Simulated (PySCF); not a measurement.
Correlation energy of Sn²⁺ (tin, charge +2)

[Kr] 4d10 5s2, closed-shell 1S. All numbers are calculated (PySCF 2.14, a scalar-relativistic core potential, in aug-cc-pVDZ-PP with ECP28MDF (5s4p3d, 32 functions)). Frozen: 4s2 4p6 4d10; 2 electrons correlated.

Total MP2 correlation energy: -22.00 mhartree.

Same-spin part 0.00 and opposite-spin part -22.00 mhartree; SCS-MP2 scales them by 1/3 and 6/5 to -26.40 mhartree.

With two correlated electrons CCSD is exact within the correlated space (frozen core and kept virtual orbitals).

| level | correlation energy (mhartree) |
| --- | --- |
| CCSD | -32.68 |

Diagnostics: T1 = 0.0027, D1 = 0.0038, largest double amplitude 0.102.

Task: Is a single reference adequate?

Result: Mostly. T1 lies below 0.03, but a double amplitude of this size points to a near-degeneracy that CCSD handles and MP2 describes poorly.
